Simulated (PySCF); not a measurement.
**Ta²⁺ (tantalum, charge +2): UHF calculation**

Configuration: [Xe] 4f14 5d2 6s1, high-spin 4F determinant (an excited configuration). Computed with PySCF 2.14 in x2c-TZVPPall with one added diffuse shell each of s, p, d, f type (12s8p8d4f1g, 113 functions), with scalar relativity by spin-free X2C-1e.

* Total energy: -15599.241760 hartree
* One-electron energy: -21367.3611 hartree
* Hartree (Coulomb) energy: 6083.3908 hartree
* Exchange energy: -315.2715 hartree
* ⟨S²⟩: 3.7550
* ⟨L²⟩: 12.044
* Sum of ⟨r⟩: 38.70 bohr
* Sum of ⟨r²⟩: 45.42 bohr²
* Langevin diamagnetic susceptibility: -36.0 ×10⁻⁶ cm³/mol

```tsv
shell	electrons	mean orbital energy (eV)	spread (eV)	rms radius, mean of both spins (bohr)
1s α	1	-67786.7	0	0.0211
1s β	1	-67786.6	0	0.0211
2s α	1	-11800.9	0	0.0853
2s β	1	-11800.7	0	0.0853
2p α	3	-10370.6	0	0.0775
2p β	3	-10370.4	0	0.0775
3s α	1	-2779.3	0	0.218
3s β	1	-2779.2	0	0.218
3p α	3	-2344.4	0	0.220
3p β	3	-2344.4	0	0.220
3d α	5	-1820.2	0.228	0.201
3d β	5	-1820.1	0.066	0.201
4s α	1	-613.57	0	0.488
4s β	1	-613.28	0	0.488
4p α	3	-467.69	0	0.519
4p β	3	-467.48	0	0.519
4d α	5	-274.50	0.523	0.564
4d β	5	-274.18	0.193	0.564
5s α	1	-106.81	0	1.18
5s β	1	-104.47	0	1.18
5p α	3	-68.321	0	1.37
5p β	3	-64.993	0	1.37
4f α	7	-59.507	0.080	0.703
4f β	7	-59.238	0.308	0.703
5d α	2	-26.683	0	2.06
6s α	1	-22.506	0	3.13
```

Spin-orbit coupling, absent here, splits the open shell strongly.

Densities and radii are taken from the X2C orbitals without a picture-change correction, which distorts them close to the nucleus.

Spin-orbit constants ζ (cm⁻¹) from the X2C one-electron operator on these orbitals: bare nucleus, nucleus screened by l(l+1)(2l+1)/3 electrons, and screened by the Breit-Pauli mean field of the electrons.

```tsv
shell	bare	screened nucleus	mean field
2p	6431000	6255000	n/a
3p	1398000	1360000	n/a
3d	218700	188700	n/a
4p	317000	308300	n/a
4d	42720	36870	n/a
4f	7249	4468	n/a
5p	41500	40360	n/a
5d	2758	2380	n/a
```

To first order the Landé constant is A = 793.5 cm⁻¹, so the lowest level has J = 3/2 and lies 0.590 eV below the centre of the term. This holds in LS coupling only.
